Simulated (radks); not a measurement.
Results of a calculation; reference values are marked as such.
Task: The table gives one normalised radial function P(r) = r R(r) of Cr2+ in [Ar] 3d3 5d1 (r in bohr). Code: a radial shooting solver on a logarithmic mesh with Libxc functionals. Model: scalar-relativistic Kohn-Sham, r2SCAN, spin-unpolarised, spherical densities, finite nucleus; meta-GGA in the generalised Kohn-Sham scheme; Fermi nuclear charge, rms radius 3.6452 fm.

r,P
0.002443,0.0028
0.003823,0.0065
0.005936,0.0150
0.009291,0.0345
0.01454,0.0781
0.02276,0.1717
0.03562,0.3589
0.05576,0.6933
0.08727,1.1891
0.1366,1.7108
0.2138,1.8979
0.3346,1.4371
0.5196,0.6354
0.8132,0.1278
1.273,0.0081
1.992,0.0001
3.118,0.0000
4.881,0.0000
7.639,0.0000
11.96,0.0000
18.71,0.0000

Which n and l does it have? It may be an empty orbital.

Result: n = 2, l = 1: the number of nodes gives n - l - 1 = 0, the rise at small r (about r^(l+1)) gives l, and the extent must fit the shell. The curve is that of 2p. 2p: eigenvalue -602.47 eV, 0 radial nodes, <r> = 0.260 bohr, 90 % of the charge inside 0.426 bohr.
